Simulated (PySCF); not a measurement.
**TDDFT excited states: C6H11OP**

C₆H₁₁OP.
InChI=1S/C6H11OP/c1-3-4-8-5-6(2)7/h3-4,8H,5H2,1-2H3/b4-3-

Method used: TDDFT PBE0/def2-SVPD, vertical, gas phase, core orbitals frozen in the response (PySCF 2.14.0, density-fitted response routines). One conformer (not necessarily the lowest) at the GFN2-xTB geometry, without solvent, vibrations or thermal averaging.

Task: What does the calculation give for the low-lying excited states?

Result: 

```csv
state,E (eV),λ (nm),ν̃ (cm⁻¹),f,"main configurations (H = HOMO, L = LUMO)"
S1,4.37,283.4,35290,0.010,"H-1→L (43%), H→L (40%), H-1→L+1 (9%)"
S2,5.13,241.6,41390,0.080,"H→L (44%), H→L+1 (36%), H-1→L (13%)"
S3,5.33,232.8,42960,0.035,"H→L+1 (54%), H-1→L (30%), H→L (13%)"
S4,5.98,207.2,48260,0.031,"H-1→L+1 (83%), H-1→L (10%)"
S5,6.20,200.0,49990,0.0074,"H→L+2 (82%), H-2→L (13%)"
S6,6.33,195.8,51070,0.037,"H-2→L (80%), H→L+2 (11%)"
```

Triplets, Tamm–Dancoff:

```json
{"state": "T1", "E (eV)": "3.78", "λ (nm)": "327.8", "main configurations (H = HOMO, L = LUMO)": "H→L (52%), H-1→L (31%), H-1→L+1 (12%)"}
{"state": "T2", "E (eV)": "3.96", "λ (nm)": "313.3", "main configurations (H = HOMO, L = LUMO)": "H→L+1 (52%), H-1→L (15%), H-2→L+1 (14%)"}
```

The lowest singlet lies at 4.37 eV (283 nm, ultraviolet) and is weak; its leading configuration is HOMO-1→LUMO (43%). The most intense listed level is S2 at 5.13 eV (242 nm, f = 0.080), 0.76 eV above S1. Löwdin shares by element: HOMO phosphorus 38%, carbon 22% or more, oxygen 12% (atoms not listed hold the other 29%); LUMO carbon 36% or more, oxygen 22%, phosphorus 16% (atoms not listed hold the other 26%). The oscillator strengths of these states sum to 0.200; summed over the whole spectrum of an exact calculation they would give the number of electrons, 70 (Thomas–Reiche–Kuhn). Weighted by f, the mean energy of these states is 5.52 eV. Orbital energies (eV): HOMO-3 -9.45, HOMO-2 -8.16, HOMO-1 -7.43, HOMO -6.74, LUMO -0.69, LUMO+1 -0.47, LUMO+2 0.48. The window holds the lowest 6 singlets.
